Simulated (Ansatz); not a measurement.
Cost and result up the ladder for SiEt2F2 (C₄H₁₀F₂Si) (17 atoms). Total charge 0; singlet. Geometry: PBE0-D4/def2-SVP.

```
atom   x (Å)   y (Å)   z (Å)
 Si1   0.143  -0.188   0.276
  C2  -1.569   0.525   0.364
  C3  -2.353   0.115   1.610
  H4  -2.105   0.222  -0.553
  H5  -1.476   1.624   0.304
  H6  -3.360   0.559   1.620
  H7  -2.468  -0.978   1.665
  H8  -1.837   0.436   2.528
  C9   1.118   0.191  -1.258
 C10   2.520  -0.416  -1.272
 H11   1.165   1.289  -1.362
 H12   0.529  -0.164  -2.123
 H13   3.060  -0.169  -2.198
 H14   3.121  -0.049  -0.426
 H15   2.479  -1.513  -1.191
 F16   0.044  -1.803   0.446
 F17   0.988   0.318   1.571
```

Ansatz on 4 threads of Intel Xeon on a shared host. Times are rough, and most runs start from the orbitals of an earlier one. ωB97M-V/def2-TZVP serves as the yardstick here, not as an exact answer. Differences are given only for rows in sets of like size (and for xTB, whose basis is part of the method), since another set adds its own error. Binding counts from free atoms at the same level (Si triplet, C triplet, H doublet, F doublet; other spins of the atoms weren't run), without zero-point energy or a counterpoise term.

Correlated methods freeze 11 core orbitals. The rows differ in basis, and correlated rows in double-zeta sets carry the largest basis error.

Correlated methods converge slowly with the basis, most of all in double-zeta sets.

| level | functions | wall time | binding energy per atom (eV) | difference from ωB97M-V/def2-TZVP (eV) |
| --- | --- | --- | --- | --- |
| HF/STO-3G | 49 | 0.71 s | 3.72 | – |
| PBE-D4/def2-SVP | 152 | 3.5 s | 4.25 | – |
| PBE0-D4/def2-SVP | 152 | 4.6 s | 4.20 | – |
| PBE-D4/def2-TZVP | 283 | 8 s | 4.24 | 0.05 |
| BHLYP-D4/def2-TZVP | 283 | 13 s | 4.08 | -0.11 |
| PBE0-D4/def2-TZVP | 283 | 13 s | 4.19 | 0.00 |
| MP2/def2-TZVP | 283 | 14 s | 4.11 | -0.08 |
| r2SCAN-D4/def2-TZVP (with forces) | 283 | 16 s | 4.19 | 0.00 |
| ωB97X-V/def2-TZVP | 283 | 23 s | 4.19 | 0.00 |
| ωB97M-V/def2-TZVP | 283 | 25 s | 4.19 | 0.00 |
| CCSD(T)/def2-SVP | 152 | 59 s | 3.99 | – |
